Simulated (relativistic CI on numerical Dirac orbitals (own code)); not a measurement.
Radial Dirac CI calculation of Ar.

Command:

```sh
python run_levels.py task.json out
```

Input:

```
atom Ar  Z=18  charge=0  electrons=18
nucleus A=40  rms_radius_fm=3.4274
hamiltonian dirac-coulomb  breit=on  qed=on  c_scale=1
orbitals kli  potential=per-configuration
slater_scale 1
correlation none
mixing on
grid step=0.0125 r_max=149
scf mixing=0.4 start=green max_iterations=150 tolerance=2e-08 node_fill=0.05
configurations
  [Ne] 3s2 3p6
  [Ne] 3s2 3p5 3d
  [Ne] 3s2 3p5 4s
  [Ne] 3s2 3p4 3d2
  [Ne] 3s2 3p5 4p
end
```

Output:

```
SCF 1: [Ne] 3s2 3p6
 iter      energy (Ha)   residual   last orbital (Ha)
    1      -528.224941   4.44e-01     -0.57510
    2      -528.589704   1.94e-01     -0.53902
    3      -528.670709   4.11e-02     -0.55859
    4      -528.676746   5.30e-03     -0.58009
    5      -528.676984   6.03e-04     -0.58045
    6      -528.676971   1.12e-04     -0.57994
    7      -528.676979   1.07e-05     -0.58006
    8      -528.676979   9.62e-07     -0.58007
    9      -528.676980   3.03e-08     -0.58007
   10      -528.676980   4.52e-09     -0.58007
SCF 2: [Ne] 3s2 3p5 3d
 iter      energy (Ha)   residual   last orbital (Ha)
    1      -527.791831   4.02e-01     -0.05948
    2      -528.097982   1.92e-01     -0.05976
    3      -528.188828   1.39e-02     -0.05930
    4      -528.191562   4.57e-03     -0.05740
    5      -528.191736   1.97e-03     -0.05722
    6      -528.191750   1.22e-03     -0.05702
    7      -528.191753   4.74e-04     -0.05700
    8      -528.191742   1.31e-04     -0.05701
    9      -528.191745   1.13e-05     -0.05700
   10      -528.191745   4.30e-07     -0.05700
   11      -528.191745   3.79e-08     -0.05700
   12      -528.191745   8.05e-09     -0.05700
SCF 3: [Ne] 3s2 3p5 4s
 iter      energy (Ha)   residual   last orbital (Ha)
    1      -527.874945   4.06e-01     -0.14774
    2      -528.180911   1.91e-01     -0.14502
    3      -528.273256   1.67e-02     -0.14249
    4      -528.274908   3.91e-03     -0.14139
    5      -528.275222   5.34e-04     -0.14025
    6      -528.275238   1.91e-04     -0.14019
      ... 15 steps not shown
SCF 5: [Ne] 3s2 3p5 4p
 iter      energy (Ha)   residual   last orbital (Ha)
    1      -527.824421   4.02e-01     -0.09482
    2      -528.131751   1.90e-01     -0.09324
    3      -528.225042   1.75e-02     -0.09188
    4      -528.226538   3.32e-03     -0.09160
    5      -528.226769   9.48e-04     -0.09132
    6      -528.226791   2.28e-04     -0.09133
    7      -528.226796   1.98e-05     -0.09133
    8      -528.226796   2.26e-06     -0.09133
    9      -528.226796   3.43e-07     -0.09133
   10      -528.226796   1.73e-08     -0.09133
orbital energies (Ha): 1s -114.7917  2s -11.2100  2p1/2 -8.7911  2p3/2 -8.7090  3s -1.0952  3p1/2 -0.5863  3p3/2 -0.5801
configuration averages (Ha): Dirac-Coulomb, Breit, QED
  3p6                           -528.676980    0.132282    0.087028
  3p5 3d                        -528.191745    0.132165    0.087076
  3p5 4s                        -528.275243    0.132187    0.087095
  3p4 3d2                       -527.502832    0.131823    0.087115
  3p5 4p                        -528.226796    0.132183    0.087075
levels: no., configuration, term, J, E (cm-1), weight
   1 3p6                    1S   0                0.0  0.98
   2 3p5 4s                 3P*  2            92360.6  1.00
   3 3p5 4s                 3P*  1            93016.9  0.83
   4 3p5 4s                 3P*  0            93803.1  1.00
   5 3p5 4s                 1P*  1            94818.9  0.83
   6 3p5 4p                 3S   1           101788.5  0.95
   7 3p5 4p                 3D   3           102979.9  1.00
   8 3p5 4p                 3D   2           103158.9  0.64
   9 3p5 4p                 3D   1           103637.7  0.52
  10 3p5 4p                 3P   2           103770.5  0.58
  11 3p5 4p                 3P   0           104705.1  0.93
  12 3p5 4p                 3D   1           104706.4  0.48
  13 3p5 4p                 3P   2           104843.1  0.40
  14 3p5 4p                 3P   1           105067.8  0.62
lowest total energy -528.481043 Ha
end: converged
```

With so few configurations and no correlation, terms lie too far apart (by 10 to 50 % or more near neutrality), their order can be wrong, and levels of other configurations are missing.
